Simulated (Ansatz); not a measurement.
Geometry optimisation of the cluster Hg₃S₂.

```yaml
crystal:
  periodic: [false, false, false]
  atoms:
    - {symbol: Hg, position_ang: [1.863327, -2.843615, -1.016402]}
    - {symbol: Hg, position_ang: [-2.269196, 3.430375, 1.242889]}
    - {symbol: Hg, position_ang: [-0.686100, 1.049812, 0.371299]}
    - {symbol: S, position_ang: [1.122753, -0.800906, 0.713176]}
    - {symbol: S, position_ang: [-0.030774, -0.835665, -1.310952]}
basis:
  gaussian: {orbitals: def2-SVP}
magnetization: {spin_polarized: true, initial_magnetization: 4}
hamiltonian: {xc: {name: B3LYP}, dispersion: d4}
scf: {lower_state_search: "off"}
output: {orbitals: {seedname: orbitals}}
relax: {f_tol: 0.02, max_steps: 100}
```

```sh
$ ansatz run in.yaml --threads 4 --pin off --events-out ev --progress --plain --max-ram 4787MiB
```

Shortened log:

```
Functional definition: B3LYP
mean field -34197.18149331 eV, -1256.7232401969 hartree, gradient 2.3e-6 eV, S^2 6.014777; 0 other end points of the search recorded, 0 dependent functions left out
relax step   1: F+E_penalty+E_count = -34197.63448716 eV  Δ(F+E_penalty+E_count) = +0.000e0 eV  max|allowed force component| = 2.217e0 eV/Å  Δτ_max = 0.0000 Å  (22 SCF iters, accepted)
mean field -34197.81699127 eV, -1256.7465943164 hartree, gradient 1.8e-6 eV, S^2 6.015554; 0 other end points of the search recorded, 0 dependent functions left out
relax step   2: F+E_penalty+E_count = -34198.25126702 eV  Δ(F+E_penalty+E_count) = -6.168e-1 eV  max|allowed force component| = 6.367e-1 eV/Å  Δτ_max = 0.1970 Å  (27 SCF iters, accepted)
mean field -34197.99822869 eV, -1256.7532546685 hartree, gradient 1.4e-6 eV, S^2 6.014925; 0 other end points of the search recorded, 0 dependent functions left out
relax step   3: F+E_penalty+E_count = -34198.42285196 eV  Δ(F+E_penalty+E_count) = -1.716e-1 eV  max|allowed force component| = 3.366e-1 eV/Å  Δτ_max = 0.2000 Å  (27 SCF iters, accepted)
mean field -34198.06415312 eV, -1256.7556773467 hartree, gradient 1.1e-6 eV, S^2 6.014306; 0 other end points of the search recorded, 0 dependent functions left out
relax step   4: F+E_penalty+E_count = -34198.48939651 eV  Δ(F+E_penalty+E_count) = -6.654e-2 eV  max|allowed force component| = 8.366e-2 eV/Å  Δτ_max = 0.2000 Å  (28 SCF iters, accepted)
mean field -34198.07238176 eV, -1256.7559797437 hartree, gradient 5.1e-6 eV, S^2 6.014158; 0 other end points of the search recorded, 0 dependent functions left out
relax step   5: F+E_penalty+E_count = -34198.49543843 eV  Δ(F+E_penalty+E_count) = -6.042e-3 eV  max|allowed force component| = 5.067e-2 eV/Å  Δτ_max = 0.0525 Å  (25 SCF iters, accepted)
mean field -34198.08320535 eV, -1256.7563775031 hartree, gradient 9.6e-6 eV, S^2 6.013777; 0 other end points of the search recorded, 0 dependent functions left out
relax step   6: F+E_penalty+E_count = -34198.50301921 eV  Δ(F+E_penalty+E_count) = -7.581e-3 eV  max|allowed force component| = 4.664e-2 eV/Å  Δτ_max = 0.1239 Å  (25 SCF iters, accepted)
mean field -34198.11301595 eV, -1256.7574730225 hartree, gradient 1.6e-6 eV, S^2 6.014277; 0 other end points of the search recorded, 0 dependent functions left out
relax step   7: F+E_penalty+E_count = -34198.52690558 eV  Δ(F+E_penalty+E_count) = -2.389e-2 eV  max|allowed force component| = 1.703e-1 eV/Å  Δτ_max = 0.1993 Å  (30 SCF iters, accepted)
mean field -34198.16059360 eV, -1256.7592214688 hartree, gradient 1.5e-6 eV, S^2 6.015407; 0 other end points of the search recorded, 0 dependent functions left out
relax step   8: F+E_penalty+E_count = -34198.56749810 eV  Δ(F+E_penalty+E_count) = -4.059e-2 eV  max|allowed force component| = 1.859e-1 eV/Å  Δτ_max = 0.2000 Å  (29 SCF iters, accepted)
mean field -34198.19517751 eV, -1256.7604924041 hartree, gradient 2.2e-6 eV, S^2 6.015917; 0 other end points of the search recorded, 0 dependent functions left out
relax step   9: F+E_penalty+E_count = -34198.60555112 eV  Δ(F+E_penalty+E_count) = -3.805e-2 eV  max|allowed force component| = 1.867e-1 eV/Å  Δτ_max = 0.1974 Å  (28 SCF iters, accepted)
mean field -34198.22516052 eV, -1256.7615942597 hartree, gradient 2.2e-6 eV, S^2 6.016424; 0 other end points of the search recorded, 0 dependent functions left out
relax step  10: F+E_penalty+E_count = -34198.62809013 eV  Δ(F+E_penalty+E_count) = -2.254e-2 eV  max|allowed force component| = 1.045e-1 eV/Å  Δτ_max = 0.1203 Å  (28 SCF iters, accepted)
mean field -34198.23387585 eV, -1256.7619145422 hartree, gradient 9.6e-6 eV, S^2 6.016509; 0 other end points of the search recorded, 0 dependent functions left out
relax step  11: F+E_penalty+E_count = -34198.63317780 eV  Δ(F+E_penalty+E_count) = -5.088e-3 eV  max|allowed force component| = 2.678e-2 eV/Å  Δτ_max = 0.1344 Å  (26 SCF iters, accepted)
mean field -34198.23325033 eV, -1256.7618915548 hartree, gradient 8.5e-6 eV, S^2 6.016563; 0 other end points of the search recorded, 0 dependent functions left out
relax step  12: F+E_penalty+E_count = -34198.63459867 eV  Δ(F+E_penalty+E_count) = -1.421e-3 eV  max|allowed force component| = 8.209e-3 eV/Å  Δτ_max = 0.0400 Å  (26 SCF iters, accepted)
mean field -34198.23153290 eV, -1256.7618284404 hartree, gradient 8.2e-6 eV, S^2 6.016551; 0 other end points of the search recorded, 0 dependent functions left out
relax step  13: F+E_penalty+E_count = -34198.63466676 eV  Δ(F+E_penalty+E_count) = -6.809e-5 eV  max|allowed force component| = 7.163e-3 eV/Å  Δτ_max = 0.0356 Å  (26 SCF iters, accepted)
Total energy: -34198.63497981 eV, -1256.7766548406 hartree
Atom 0 at     2.119392    -3.444240    -1.444536 Å, force    -0.002445     0.001507    -0.001796 eV/Å
Atom 1 at    -2.991016     4.387147     1.492114 Å, force     0.005052    -0.007163    -0.002317 eV/Å
Atom 2 at    -0.614040     1.269670     0.741364 Å, force    -0.000332     0.001527     0.002194 eV/Å
Atom 3 at     1.185144    -0.795289     0.801120 Å, force    -0.005836     0.005467    -0.002110 eV/Å
Atom 4 at     0.300529    -1.417287    -1.590052 Å, force     0.003561    -0.001337     0.004030 eV/Å
Dipole moment:    -0.041142     0.064198     0.026145 e Å
Checks for a lower state left out: stability, starts, cluster_reference, orbital_swaps, neighbouring_geometries, increment
```

Hardware: 4 threads of Arm Neoverse V2 on a shared host. Wall time 49 s.

In the def2 sets Hg takes a core potential; there is no spin–orbit coupling. In the quintet geometry the species has come apart into loosely held pieces. The relaxation made no stability test and no search for a lower SCF solution. At B3LYP-D4/def2-SVP a triplet of charge 0 lies 3.05 eV below the quintet, each at its own geometry. Another isomer (singlet) lies 0.16 eV lower at PBE0-D4/def2-TZVP.
